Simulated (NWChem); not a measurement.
BP3H6; SMILES PB(P)P

```xyz
10

B     -0.0311     0.0001    -0.0385
P      1.8660    -0.0031    -0.0469
H      2.1548    -1.0748     0.8448
H      2.1584     1.0678     0.8448
P     -0.9729    -1.6448     0.0783
H     -0.0964    -2.4955    -0.6521
H     -1.9555    -1.4812    -0.9388
P     -0.9674     1.6480     0.0783
H     -1.9506     1.4877    -0.9388
H     -0.0882     2.4959    -0.6522
```
Atoms are numbered in this order, from 1.

Level: PBE0/def2-SVP (NWChem), optimised geometry, unscaled harmonic frequencies. 

**Question.** List the harmonic frequencies with IR intensities, and the thermochemistry.

**Answer.** 
| frequency (cm⁻¹) | IR intensity (km/mol) |
|---|---|
| 160 | 0.4 |
| 166 | 0.8 |
| 184 | 0.3 |
| 231 | 12.2 |
| 231 | 16.5 |
| 282 | 9.8 |
| 384 | 0.8 |
| 520 | 51.6 |
| 584 | 17.2 |
| 644 | 31.2 |
| 697 | 0.0 |
| 704 | 16.7 |
| 715 | 12.4 |
| 939 | 28.2 |
| 946 | 33.9 |
| 1089 | 42.3 |
| 1098 | 17.9 |
| 1115 | 37.1 |
| 2425 | 18.8 |
| 2427 | 32.7 |
| 2432 | 48.8 |
| 2445 | 10.1 |
| 2449 | 49.9 |
| 2450 | 54.8 |

```
Item                                                                                Value
-----------------------------------------------------------------------  ----------------
zero-point energy                                                           36.2 kcal/mol
thermal correction to the enthalpy at 298.15 K (with zero-point energy)     41.5 kcal/mol
heat capacity Cv                                                         25.8 cal/(mol K)
entropy at 298.15 K and 1 atm (symmetry number 1)                        84.3 cal/(mol K)
dipole moment                                                                      0.75 D
```

Rigid rotor and harmonic oscillator.
